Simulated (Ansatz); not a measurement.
`BS[SiH](C)Cl` + `N=C=O` → `C[SiH](Cl)N=C=O` + `BS` at 600 K and 1 bar (ligand exchange at the Si–S bond).

Computed with Ansatz on PBE0-D4/def2-TZVP structures; ΔE is electronic, products minus reactants. CCSD(T)/CBS adds triple-zeta CCSD(T) − MP2 to the extrapolated MP2 energy (def2 sets, frozen cores). This one scheme is used for every species. Each species was taken in one conformer, which may not be the lowest.

```tsv
species	CCSD(T)/CBS energy (Eh)	H − E (kJ/mol)	S (J/(mol·K))
`BS[SiH](C)Cl`	-1213.19788	254.7	473.9
`N=C=O`	-168.51995	83.3	274.5
`C[SiH](Cl)N=C=O`	-957.35236	226.4	474.4
`BS`	-424.38198	108.7	286.1
```

H − E and S are ideal-gas, rigid-rotor, harmonic terms from PBE0-D4/def2-TZVP, for one conformer and one mirror image of each species. 1 Eh = 2625.50 kJ/mol, R = 8.31446 J/(mol·K).

Problem. By hand: ΔE, ΔH, ΔS and ΔG.

Solution. ΔE = (-957.35236) + (-424.38198) − (-1213.19788) − (-168.51995) = -0.01651 Eh = -43.3 kJ/mol. Δ(H − E) = 226.4 + 108.7 − 254.7 − 83.3 = -2.9, so ΔH = -46.2 kJ/mol. ΔS = 474.4 + 286.1 − 473.9 − 274.5 = 12.1 J/(mol·K). ΔG = -46.2 − 600 × (12.1)/1000 = -53.5 kJ/mol.

Problem. By hand: the equilibrium constant, and the temperature at which ΔG would vanish if ΔH and ΔS stayed fixed.

Solution. log₁₀ K = −ΔG/(RT ln 10) = 4.7. ΔH and −TΔS have one sign here, so there is no such temperature.

The number of gas molecules stays the same, so ΔS is small and ΔH decides. A doubt of 5 kJ/mol in ΔE shifts log₁₀ K by 0.4 here. Other conformers and mirror images would add mixing entropy, several J/(mol·K) or more a flexible species. Modes under 60 cm⁻¹, often nearly free rotors, make the harmonic entropy too high. These are equilibria of isolated gas molecules and say nothing of rates. Largest T1 diagnostic: 0.018 (customary marks: 0.02 for closed shells, 0.045 for open ones).

ΔS is within the doubt of such terms, so its sign, and with it that verdict, could turn.
